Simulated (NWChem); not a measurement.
System: BeNH$_{2}$Cl; SMILES [NH2][Be][Cl]

NWChem printed, in part:

```
             Northwest Computational Chemistry Package (NWChem) 7.3.0
             --------------------------------------------------------

 CS  symmetry detected

                             Geometry "geometry" -> ""
                             -------------------------

 Output coordinates in angstroms (scale by  1.889725989 to convert to a.u.)

  No.       Tag          Charge          X              Y              Z
 ---- ---------------- ---------- -------------- -------------- --------------
    1 Be                   4.0000     0.00070536    -0.54355238     0.00000000
    2 Cl                  17.0000     0.00002289     1.27515666     0.00000000
    3 N                    7.0000     0.00053152    -2.03618699     0.00000000
    4 H                    1.0000    -0.00346556    -2.62507239    -0.82602800
    5 H                    1.0000    -0.00346556    -2.62507239     0.82602800

 Effective nuclear repulsion energy (a.u.)      62.7558630931

      Symmetry information
      --------------------

 Group name             Cs
 Group number              2
 Group order               2
 No. of unique centers     4

  pbe96 is a nonlocal functional; adding pw91lda local functional.

                                 NWChem DFT Module
                                 -----------------

 Summary of "ao basis" -> "ao basis" (spherical)
 ------------------------------------------------------------------------------
       Tag                 Description            Shells   Functions and Types
 ---------------- ------------------------------  ------  ---------------------
 Be                         def2-svp                 5        9   3s2p
 Cl                         def2-svp                 8       18   4s3p1d
 N                          def2-svp                 6       14   3s2p1d
 H                          def2-svp                 3        5   2s1p

      Symmetry analysis of basis
      --------------------------

        a'         35
        a"         16

            General Information
            -------------------
          SCF calculation type: DFT
          Wavefunction type:  closed shell.
          No. of atoms     :     5
          No. of electrons :    30
           Alpha electrons :    15
            Beta electrons :    15
          Charge           :     0
          Spin multiplicity:     1
          Use of symmetry is: on ; symmetry adaption is: on
          Maximum number of iterations: 150
          AO basis - number of functions:    51
                     number of shells:    25
          Convergence on energy requested:  1.00D-06
          Convergence on density requested:  1.00D-05
          Convergence on gradient requested:  5.00D-04

              XC Information
              --------------
          PerdewBurkeErnzerhof Exchange Functional  1.000
            Perdew 1991 LDA Correlation Functional  1.000 local
           PerdewBurkeErnz. Correlation Functional  1.000 non-local

             Grid Information
             ----------------
          Grid used for XC integration:  medium
          Radial quadrature: Mura-Knowles
          Angular quadrature: Lebedev.
          Tag              B.-S. Rad. Rad. Pts. Rad. Cut. Ang. Pts.
          ---              ---------- --------- --------- ---------
          Be                  1.05       49           8.0       434
          Cl                  1.00       88          11.0       590
          N                   0.65       49           9.0       434
          H                   0.35       45          10.0       434
          Grid pruning is: on
          Number of quadrature shells:   231
          Spatial weights used:  Erf1

      Superposition of Atomic Density Guess
      -------------------------------------

 Sum of atomic energies:        -529.11998568

      Non-variational initial energy
      ------------------------------

 Total energy =    -529.988387
 1-e energy   =    -852.503449
 2-e energy   =     259.759198
 HOMO         =      -0.369242
 LUMO         =      -0.013650

      Symmetry analysis of molecular orbitals - initial
      -------------------------------------------------

  Numbering of irreducible representations:

     1 a'          2 a"

  Orbital symmetries:

     1 a'          2 a'          3 a'          4 a'          5 a"
     6 a'          7 a'          8 a'          9 a'         10 a"
    11 a'         12 a'         13 a'         14 a"         15 a'
    16 a'         17 a"         18 a'         19 a'         20 a"
    21 a'         22 a'         23 a'         24 a"         25 a'

   convergence    iter        energy       DeltaE   RMS-Dens  Diis-err
 ---------------- ----- ----------------- --------- --------- ---------
 d= 0,ls=0.0,diis     1   -530.4547945499 -5.93D+02  2.16D-02  5.01D-01
 d= 0,ls=0.0,diis     2   -530.3799368463  7.49D-02  1.36D-02  1.09D+00
 d= 0,ls=0.0,diis     3   -530.5073969952 -1.27D-01  3.75D-03  6.67D-02
 d= 0,ls=0.0,diis     4   -530.5143567624 -6.96D-03  1.72D-03  9.00D-03
 d= 0,ls=0.0,diis     5   -530.5157825956 -1.43D-03  1.54D-04  9.02D-05
  Resetting Diis
 d= 0,ls=0.0,diis     6   -530.5157936701 -1.11D-05  3.08D-05  3.36D-06
 d= 0,ls=0.0,diis     7   -530.5157941109 -4.41D-07  1.00D-05  1.09D-07
 d= 0,ls=0.0,diis     8   -530.5157940880  2.28D-08  6.28D-06  3.12D-07

         Total DFT energy =     -530.515794088030
      One electron energy =     -855.362600529500
           Coulomb energy =      300.623856107911
    Exchange-Corr. energy =      -38.532912759575
 Nuclear repulsion energy =       62.755863093134

 Numeric. integr. density =       30.000000208125

                  Occupations of the irreducible representations
                  ----------------------------------------------

                     irrep           alpha         beta
                     --------     --------     --------
                     a'               12.0         12.0
                     a"                3.0          3.0

                       DFT Final Molecular Orbital Analysis
                       ------------------------------------

 Vector   13  Occ=2.000000D+00  E=-2.818504D-01  Symmetry=a'
              MO Center=  2.9D-05,  9.8D-01, -4.1D-16, r^2= 1.7D+00
   Bfn.  Coefficient  Atom+Function         Bfn.  Coefficient  Atom+Function
  ----- ------------  ---------------      ----- ------------  ---------------
    20      0.583879  2 Cl px                17      0.444002  2 Cl px
    14      0.259690  2 Cl px                 4     -0.159528  1 Be px
    31     -0.108254  3 N  px                 7      0.088332  1 Be px
    34      0.052722  3 N  px                23     -0.026056  2 Cl d -2

 Vector   14  Occ=2.000000D+00  E=-2.810733D-01  Symmetry=a"
              MO Center=  6.9D-05,  1.1D+00,  3.7D-16, r^2= 1.4D+00
   Bfn.  Coefficient  Atom+Function         Bfn.  Coefficient  Atom+Function
  ----- ------------  ---------------      ----- ------------  ---------------
    22      0.610658  2 Cl pz                19      0.459356  2 Cl pz
    16      0.268970  2 Cl pz                 6     -0.128673  1 Be pz
     9      0.083078  1 Be pz                36     -0.040306  3 N  pz
    43      0.033709  4 H  s                 48     -0.033709  5 H  s
    33      0.028070  3 N  pz                24     -0.025713  2 Cl d -1

 Vector   15  Occ=2.000000D+00  E=-2.192036D-01  Symmetry=a'
              MO Center=  1.2D-03, -1.7D+00, -2.8D-18, r^2= 1.8D+00
   Bfn.  Coefficient  Atom+Function         Bfn.  Coefficient  Atom+Function
  ----- ------------  ---------------      ----- ------------  ---------------
    31      0.538743  3 N  px                34     -0.452123  3 N  px
    20      0.223262  2 Cl px                 4      0.157295  1 Be px
    17      0.136040  2 Cl px                 7     -0.085980  1 Be px
    14      0.081037  2 Cl px

 Vector   16  Occ=0.000000D+00  E=-2.102266D-02  Symmetry=a'
              MO Center=  4.0D-04, -9.2D-01, -1.9D-16, r^2= 6.0D+00
   Bfn.  Coefficient  Atom+Function         Bfn.  Coefficient  Atom+Function
  ----- ------------  ---------------      ----- ------------  ---------------
     3      1.171313  1 Be s                 30     -0.677348  3 N  s
    13     -0.350931  2 Cl s                 21      0.252254  2 Cl py
    43      0.224978  4 H  s                 48      0.224978  5 H  s
    29     -0.220554  3 N  s                 12     -0.175263  2 Cl s
    18      0.125811  2 Cl py                11      0.116545  2 Cl s

 Vector   17  Occ=0.000000D+00  E=-1.327284D-02  Symmetry=a"
              MO Center=  7.0D-04, -4.8D-01, -1.0D-12, r^2= 3.4D+00
   Bfn.  Coefficient  Atom+Function         Bfn.  Coefficient  Atom+Function
  ----- ------------  ---------------      ----- ------------  ---------------
     6      0.604226  1 Be pz                 9     -0.589915  1 Be pz
    22      0.346348  2 Cl pz                43     -0.260828  4 H  s
    48      0.260828  5 H  s                 19      0.181417  2 Cl pz
    42     -0.158357  4 H  s                 47      0.158357  5 H  s
    16      0.102574  2 Cl pz                24      0.067139  2 Cl d -1

 Vector   18  Occ=0.000000D+00  E= 2.457422D-02  Symmetry=a'
              MO Center= -1.0D-03, -5.5D-01,  9.7D-16, r^2= 3.8D+00
   Bfn.  Coefficient  Atom+Function         Bfn.  Coefficient  Atom+Function
  ----- ------------  ---------------      ----- ------------  ---------------
     7      0.662080  1 Be px                 4     -0.548469  1 Be px
    34     -0.361525  3 N  px                20     -0.327079  2 Cl px
    31      0.286218  3 N  px                17     -0.177703  2 Cl px
    14     -0.098157  2 Cl px                23     -0.073620  2 Cl d -2

     Multipole analysis of the density
     ---------------------------------

     L   x y z        total         alpha         beta         nuclear
     -   - - -        -----         -----         ----         -------
     0   0 0 0     -0.000000    -15.000000    -15.000000     30.000000

[...]
```

Level: PBE/def2-SVP, vertical spin-unrestricted ions. Coordinates come from a PBE0/def2-SVP optimisation.

Problem. Write an input that gives this output.

Solution. One answer among several that fit: the input that was run:
```
start job
memory heap 200 mb stack 900 mb global 1100 mb
geometry units angstroms noautoz
  Be     0.000636     0.538210     0.000000
  Cl     0.001411    -1.280499     0.000000
  N     -0.000734     2.030844     0.000000
  H     -0.005203     2.619726    -0.826028
  H     -0.005203     2.619726     0.826028
end
basis spherical
  * library def2-svp
end
dft
  xc xpbe96 cpbe96
  iterations 150
  vectors input atomic output neutral.movecs
end
task dft energy
charge 1
dft
  odft
  mult 2
  vectors input atomic output cation.movecs
end
task dft energy
```
